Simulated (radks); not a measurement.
Charge is removed step by step from the 4f (averaged over the sub-levels emptied) level of Pr2+, starting from [Xe] 4f3. Calculated with a radial shooting solver on a logarithmic mesh with Libxc functionals: Dirac Kohn-Sham, PBE, spin-unpolarised, spherical densities, finite nucleus; open shells are shared between the two j in proportion to 2j + 1; Fermi nuclear charge, rms radius 4.8919 fm.

removed (e)  E - E(0) (eV)  eigenvalue (eV)  E minus straight line (eV)
0                    0.000          -13.829                       0.000
0.125                1.841          -15.631                      -0.850
0.25                 3.910          -17.494                      -1.471
0.375                6.216          -19.414                      -1.855
0.5                  8.766          -21.388                      -1.996
0.625               11.565          -23.412                      -1.887
0.75                14.621          -25.485                      -1.522
0.875               17.939          -27.604                      -0.895
1                   21.524          -29.768                       0.000

Removing the whole electron costs 21.524 eV by Delta-SCF, against 13.829 eV from minus the eigenvalue at the starting occupation. Slater's transition state (half an electron removed) gives 21.388 eV. Integrating minus the eigenvalue over the occupation (Janak's theorem) gives 21.524 eV. The mean slope of the eigenvalue, de/dn, is 15.9 eV per electron. Ionisation energy of Pr2+ in the NIST Atomic Spectra Database: 21.624 eV (measured).

Beside tabulated values, note that spin-unpolarised runs miss the spin-polarisation part of the exchange energy of open shells.
